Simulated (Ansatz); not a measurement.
A made-up structure of H3TeO (charge +1), singlet:

```xyz
5
angstrom
O -0.3421 -0.5831 0.0804
Te 1.2244 0.8370 0.1268
H -0.7714 -0.8468 0.9087
H 2.8679 0.5102 0.3463
H 0.1824 1.9199 -0.5765
```

It is relaxed with PBE-D4/def2-SVP and then PBE0-D4/def2-TZVP (Ansatz 0.2.0). Atoms count as bonded within 1.22 times the sum of their covalent radii (H–H: 0.88 Å). The end point is not checked to be a true minimum.

Does its bonding change? (Judge from chemistry; the calculation decides.)

The calculation gives: No: no bond forms or breaks.

Where it ends: The first stage lowers the energy by 2.88 eV in 9 steps. It ends as H₃TeO ([OH][TeH2]), total charge +1:
```tsv
atom	x (Å)	y (Å)	z (Å)
O1	-0.0608	-0.5478	0.1126
Te2	0.9173	0.9829	0.6664
H3	-0.6201	-0.9041	0.8192
H4	2.3531	0.4550	0.0022
H5	0.5716	1.8512	-0.7147
```

Labels in which every atom is bracketed show which atoms are joined, not bond orders.

For scale, one of the runs: PBE0-D4/def2-TZVP relaxation, 99 basis functions, launched by `ansatz run in.yaml --threads 2 --pin off --events-out ev --progress --plain --max-ram 4352MiB`. The run took about 7 s on 2 CPU threads of an AMD EPYC 7B13 (shared host).
